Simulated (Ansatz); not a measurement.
```yaml
crystal:
  periodic: [false, false, false]
  atoms:
    - {symbol: N, position_ang: [0.164643, 1.597356, -0.806191]}
    - {symbol: Ga, position_ang: [0.782753, -0.025899, -0.248736]}
    - {symbol: C, position_ang: [-0.437776, -1.065259, 0.912445]}
    - {symbol: Cl, position_ang: [-1.179137, -2.316593, -0.106695]}
    - {symbol: H, position_ang: [0.694515, 2.162116, -1.491372]}
    - {symbol: H, position_ang: [-0.710387, 2.047747, -0.616016]}
    - {symbol: H, position_ang: [2.117095, -0.578190, -0.795158]}
    - {symbol: H, position_ang: [-1.314468, -0.426153, 1.353676]}
    - {symbol: H, position_ang: [0.036687, -1.536145, 1.779743]}
basis:
  gaussian: {orbitals: 6-31G}
total_charge: -1
magnetization: {spin_polarized: true, initial_magnetization: 2}
hamiltonian: {xc: {name: revPBE}, dispersion: d4}
```

```sh
$ ansatz run in.yaml --threads 4 --pin off --events-out ev --progress --plain --max-ram 10444MiB
```

It prints (some lines left out):

```
Error: a molecule whose nuclei and cores have a total charge of 66 cannot have a net charge of -1 together with 2 unpaired electrons
```

Task: What is wrong with this run?

Result: The number of unpaired electrons doesn't fit the electron count. The input was rejected before any iteration.
